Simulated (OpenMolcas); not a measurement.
## Gd3+: effect of the metal basis and ligand basis

Gd3+ with 6 ligands (bromide) in octahedral coordination (Oh) at 2.85 Å. A charge of +0.5 e stands 3.2 Å behind each ligand.

| Item | Value |
| --- | --- |
| Program | OpenMolcas |
| Method | CASSCF |
| Spin-orbit coupling | RASSI with atomic mean-field integrals over the reference wave functions |

Fixed: active space 7 electrons in 7 orbitals (4f), DKH2 Hamiltonian.

States (labels of O, the rotations of Oh). Energies in cm-1 above the lowest state or level, χT in cm3 K/mol.

```json
{"Run": "A", "Metal basis": "ANO-RCC-VDZP", "Ligand basis": "ANO-RCC-VDZP", "Ground state": "8A1", "χT at 300 K": "7.851", "Cost": "roughly 2.5 core-minutes"}
{"Run": "B", "Metal basis": "ANO-RCC-VTZP", "Ligand basis": "ANO-RCC-VTZP", "Ground state": "8A1", "χT at 300 K": "7.852", "Cost": "roughly 4 core-minutes"}
```

Costs are those of the RASSCF and RASSI steps.

No quartet enters the spin-orbit mixing, so the splitting and order within the octet and the sextets are unsound, and g values and χT are rough. No measured value stands beside these numbers; the geometry is a model, was not optimised and need not be the one that this ion takes.
